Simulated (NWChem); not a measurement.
Program: NWChem. System: Cl$_{3}$GeI, charge 0, spin multiplicity 1, at a geometry optimised with PBE0/def2-SVP with def2 effective core potentials on I. The structure started from a generated list of species. Level: PBE0/def2-SVP with def2 effective core potentials on I.

Job file:

```
start mol
memory heap 200 mb stack 800 mb global 1000 mb
geometry units angstroms nocenter noautoz
  Cl     1.317641    -1.152097    -1.731804
  Ge     0.682727    -0.075709     0.000000
  Cl     1.648253     1.829193     0.000000
  Cl     1.317641    -1.152097     1.731804
  I     -1.786176     0.198070     0.000000
  symmetry group Cs
end
basis spherical
  * library def2-svp
end
ecp
  I library def2-ecp
end
dft
  xc pbe0
  semidirect memsize 60000000 filesize 0
  iterations 100
end
task dft energy
```

Output (cleaned and shortened):

```
             Northwest Computational Chemistry Package (NWChem) 7.3.0
             --------------------------------------------------------

                                NWChem Input Module
                                -------------------

 Scaling coordinates for geometry "geometry" by  1.889725989
 (inverse scale =  0.529177249)

 Turning off AUTOSYM since
 SYMMETRY directive was detected!

                             Geometry "geometry" -> ""
                             -------------------------

 Output coordinates in angstroms (scale by  1.889725989 to convert to a.u.)

  No.       Tag          Charge          X              Y              Z
 ---- ---------------- ---------- -------------- -------------- --------------
    1 Cl                  17.0000     1.31764100    -1.15209700    -1.73180400
    2 Ge                  32.0000     0.68272700    -0.07570900     0.00000000
    3 Cl                  17.0000     1.64825300     1.82919300     0.00000000
    4 Cl                  17.0000     1.31764100    -1.15209700     1.73180400
    5 I                   53.0000    -1.78617600     0.19807000     0.00000000

 Effective nuclear repulsion energy (a.u.)    1274.3563024514

            Nuclear Dipole moment (a.u.)
            ----------------------------
        X                 Y               Z
 ---------------- ---------------- ----------------
     0.0000585815     0.0000094486     0.0000000000

      Symmetry information
      --------------------

 Group name             Cs
 Group number              2
 Group order               2
 No. of unique centers     4

      Symmetry unique atoms

     1    2    3    5


 Summary of "ao basis" -> "" (spherical)
 ------------------------------------------------------------------------------
       Tag                 Description            Shells   Functions and Types
 ---------------- ------------------------------  ------  ---------------------
 *                          def2-svp                  on all atoms

                                 NWChem DFT Module
                                 -----------------
[...]
              MO Center= -1.5D+00,  2.3D-01,  1.9D-15, r^2= 3.1D+00
   Bfn.  Coefficient  Atom+Function         Bfn.  Coefficient  Atom+Function
  ----- ------------  ---------------      ----- ------------  ---------------
    98      0.595575  5 I  py               101      0.505384  5 I  py
    95     -0.238886  5 I  py                92     -0.193900  5 I  py
    61      0.167993  3 Cl px                58      0.120140  3 Cl px
    11     -0.087806  1 Cl px                79     -0.087806  4 Cl px
    55      0.069352  3 Cl px                97      0.066044  5 I  px

 Vector   55  Occ=0.000000D+00  E=-9.835956D-02  Symmetry=a'
              MO Center=  2.0D-02, -2.2D-03,  1.7D-14, r^2= 5.4D+00
   Bfn.  Coefficient  Atom+Function         Bfn.  Coefficient  Atom+Function
  ----- ------------  ---------------      ----- ------------  ---------------
    22      0.936177  2 Ge s                100     -0.547790  5 I  px
    23      0.446179  2 Ge s                 21     -0.434963  2 Ge s
    97     -0.330019  5 I  px                62      0.285150  3 Cl py
    13     -0.263395  1 Cl pz                81      0.263395  4 Cl pz
    90     -0.233614  5 I  s                 61      0.188084  3 Cl px

 Vector   56  Occ=0.000000D+00  E= 7.200531D-03  Symmetry=a'
              MO Center=  4.0D-01, -1.6D-01, -4.7D-16, r^2= 4.2D+00
   Bfn.  Coefficient  Atom+Function         Bfn.  Coefficient  Atom+Function
  ----- ------------  ---------------      ----- ------------  ---------------
    34      0.993931  2 Ge py                31      0.479098  2 Ge py
    54     -0.443396  3 Cl s                 62      0.330855  3 Cl py
    61      0.282071  3 Cl px                13      0.274618  1 Cl pz
    81     -0.274618  4 Cl pz               101     -0.272052  5 I  py
    28     -0.231963  2 Ge py                 4      0.221709  1 Cl s

 Vector   57  Occ=0.000000D+00  E= 7.201525D-03  Symmetry=a"
              MO Center=  4.3D-01,  6.8D-02, -2.3D-14, r^2= 4.2D+00
   Bfn.  Coefficient  Atom+Function         Bfn.  Coefficient  Atom+Function
  ----- ------------  ---------------      ----- ------------  ---------------
    35      1.000031  2 Ge pz                32      0.482029  2 Ge pz
     4      0.384006  1 Cl s                 72     -0.384006  4 Cl s
    12      0.296213  1 Cl py                80     -0.296213  4 Cl py
    63     -0.274234  3 Cl pz               102     -0.273723  5 I  pz
    29     -0.233382  2 Ge pz                13      0.201402  1 Cl pz

 center of mass
 --------------
 x =  -0.16322724 y =   0.01810041 z =   0.00000000

 moments of inertia (a.u.)
 ------------------
        1517.565361421001         175.705682007365           0.000000000000
         175.705682007365        3082.614719889862           0.000000000000
           0.000000000000           0.000000000000        3102.094962947266

     Multipole analysis of the density
     ---------------------------------

     L   x y z        total         alpha         beta         nuclear
     -   - - -        -----         -----         ----         -------
     0   0 0 0     -0.000000    -54.000000    -54.000000    108.000000

     1   1 0 0     -0.369626    -47.440207    -47.440207     94.510788
     1   0 1 0      0.040978      5.260657      5.260657    -10.480335
     1   0 0 1      0.000000      0.000000      0.000000      0.000000

     2   2 0 0    -58.690649   -386.256999   -386.256999    713.823349
     2   1 1 0     -0.238068     19.268098     19.268098    -38.774264
     2   1 0 1     -0.000000     -0.000000     -0.000000      0.000000
     2   0 2 0    -60.810825   -214.626705   -214.626705    368.442585
     2   0 1 1      0.000000      0.000000      0.000000      0.000000
     2   0 0 2    -60.837192   -212.490976   -212.490976    364.144760

 Task  times  cpu:        8.4s     wall:        8.4s

 Total times  cpu:        8.4s     wall:        8.4s
```
